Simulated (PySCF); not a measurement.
A calculated (PBE, PySCF 2.14, cc-pVDZ-X2C, the spin-free X2C one-electron Hamiltonian (Gaussian nucleus)) atom or ion has these occupied shells.

```csv
shell,electrons,orbital energy (eV),"rms radius, mean of both spins (bohr)"
1s α,1,-44927.6,0.0264
1s β,1,-44927.6,0.0264
2s α,1,-7319.4,0.107
2s β,1,-7319.4,0.107
2p α,3,-6548.2,0.0959
2p β,3,-6548.2,0.0959
3s α,1,-1611.0,0.278
3s β,1,-1609.8,0.278
3p α,3,-1367.9,0.278
3p β,3,-1366.6,0.278
3d α,5,-1029.7,0.256
3d β,5,-1028.7,0.256
4s α,1,-334.84,0.629
4s β,1,-331.56,0.629
4p α,3,-254.63,0.668
4p β,3,-251.35,0.668
4d α,5,-140.19,0.739
4d β,5,-136.91,0.739
5s α,1,-55.595,1.50
5s β,1,-53.683,1.50
5p α,3,-35.476,1.73
5p β,3,-33.970,1.73
4f α,4,-18.823,1.06
6s α,1,-10.787,4.07
6p α,1,-7.455,4.67
```

(1) Name the element and its charge.

Answers

(1) Pm⁺ (promethium, charge +1), in [Xe] 4f4 6s1 6p1, one real determinant (an excited configuration).
